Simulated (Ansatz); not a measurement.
Reaction (ligand exchange at the Si–F bond): `F[SiH2]N[SiH2]F` + CH₃OH → `CO[SiH2]N[SiH2]F` + H–F

Calculated with Ansatz (gas phase, PBE0-D4/def2-TZVP geometries, no zero-point term in ΔE). CCSD(T)/CBS is the MP2 limit (def2-TZVPP, def2-QZVPP) plus CCSD(T) − MP2 in def2-TZVPP, frozen cores. This one scheme is used for every species. DFT in def2-TZVPP. One conformer a species, not always the lowest.

`F[SiH2]N[SiH2]F`:

```xyz
10

F    -1.026   -1.073    2.117
Si    0.238   -1.021    1.140
N    -0.170   -0.438   -0.419
Si   -0.075    1.165   -1.018
F    -1.459    1.950   -0.868
H     1.216   -0.087    1.735
H     0.730   -2.412    1.034
H    -0.609   -1.110   -1.036
H     0.223    1.134   -2.467
H     0.933    1.891   -0.218
```

CH₃OH:

```xyz
6

C     0.142   -0.138    0.296
O    -0.845    0.459   -0.513
H    -0.292   -0.263    1.289
H     1.038    0.487    0.393
H     0.442   -1.127   -0.071
H    -0.484    0.581   -1.394
```

`CO[SiH2]N[SiH2]F`:

Z-matrix (Å, degrees):
```
C
O 1 1.408
H 1 1.096 2 111.3
H 1 1.097 2 111.8 3 121.5
H 1 1.091 2 108.3 3 -119.1
Si 2 1.640 1 123.0 3 -73.4
N 6 1.716 2 109.1 1 -168.5
H 6 1.489 2 107.8 1 -47.5
H 6 1.486 2 111.5 1 73.8
Si 7 1.708 6 127.7 2 -108.2
H 7 1.011 6 116.1 2 71.5
F 10 1.601 7 112.1 6 -96.0
H 10 1.478 7 108.7 6 21.9
H 10 1.480 7 109.8 6 146.7
```

H–F:

Cartesian coordinates in Å:
```
F -0.096 0.195 -0.405
H 0.096 -0.195 0.405
```

**Question.** Is it downhill or uphill in electronic energy at CCSD(T)/CBS, and by how much? (Estimate.)

**Answer.** The calculation gave: Uphill: ΔE = +42.1 kJ/mol.

**Question.** What do these levels give: r2SCAN-D4, r2SCAN, PBE0, HF/def2-TZVPP, MP2/def2-QZVPP, MP2/CBS(def2)? (Estimate.)

**Answer.** The calculation gave: r2SCAN-D4 46.4, r2SCAN 48.1, PBE0 47.3, HF/def2-TZVPP 54.3, MP2/def2-QZVPP 40.2, MP2/CBS(def2) 39.9 kJ/mol.

Largest T1 diagnostic among the species: 0.012.

In def2-TZVPP, CCSD(T) changes the Hartree–Fock value by −12.0 kJ/mol (the triples alone add −1.9 kJ/mol) and MP2 by −14.2 kJ/mol. The D4 term adds −8.0 kJ/mol with B3LYP and −4.6 kJ/mol with PBE0; it sums over pairs of atoms, weighted by their polarisabilities, and B3LYP, whose exchange is more repulsive, gets the larger term.

B3LYP here is the variant with VWN-RPA as its local correlation; programs differ in this.
